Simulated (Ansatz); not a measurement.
The same path of C$_{3}$H$_{9}$NO$_{2}$Si (16 atoms, charge 0, multiplicity 1) was run twice with different band settings. Lost on the way: Si6–H14. Made: O7–H14.

Theory: Ansatz, RHF/STO-3G.

Relaxed end points:

```xyz
16
Properties=species:S:1:pos:R:3
C 1.799 -0.298 0.496
C 0.619 -0.313 -0.466
N 0.845 -0.810 -1.835
C -0.613 0.084 -0.190
O -1.597 0.009 -1.177
Si -1.303 0.769 1.405
O -2.894 1.234 1.118
H 2.195 -1.301 0.643
H 2.609 0.320 0.111
H 1.512 0.093 1.466
H 1.603 -0.256 -2.267
H 1.227 -1.769 -1.779
H -1.106 -0.363 -1.953
H -1.249 -0.229 2.421
H -0.545 1.895 1.834
H -3.124 0.913 0.216
```

```xyz
16
Properties=species:S:1:pos:R:3
C 2.073 -0.317 0.368
C 0.732 -0.333 -0.350
N 0.695 -0.735 -1.771
C -0.426 0.012 0.187
O -1.541 -0.079 -0.666
Si -0.969 0.647 1.936
O -2.645 0.925 1.114
H 2.551 -1.294 0.334
H 2.759 0.398 -0.084
H 1.943 -0.043 1.410
H 1.390 -0.177 -2.294
H 1.037 -1.707 -1.855
H -1.173 -0.300 -1.557
H -3.362 0.372 1.489
H -0.598 2.017 1.616
H -2.490 0.591 0.167
```

Common settings: movable images 5; climbing image yes; optimiser quadratic models (default); start path through a guess of the saddle point; force threshold 0.05 eV/Å; iteration limit 60; end points relaxed.

| run | spring |
| --- | --- |
| 1 | 5.0 eV/Å² |
| 2 | 0.1 eV/Å² |

(1) What does each run give, and how far can it be trusted?

## Answers

(1) Run 1: converged after 16 iterations, highest image 4.706 eV above the first end. Neighbouring images differ by up to 3.1 eV, so the band resolves the path poorly. A vibrational analysis at the climbing image gives one clearly imaginary mode, 2342i cm⁻¹: a first-order saddle point.
Run 2: converged after 13 iterations, highest image 4.707 eV above the first end. Neighbouring images differ by up to 3.2 eV, so the band resolves the path poorly. Another band between the same ends (5 images) ends at a top of the same energy, where a vibrational analysis finds 1 clearly imaginary mode.
The orbitals stay closed-shell, which can raise the energy where a bond breaks towards radicals; this wasn't checked here. Limits of this set-up: minimal basis.
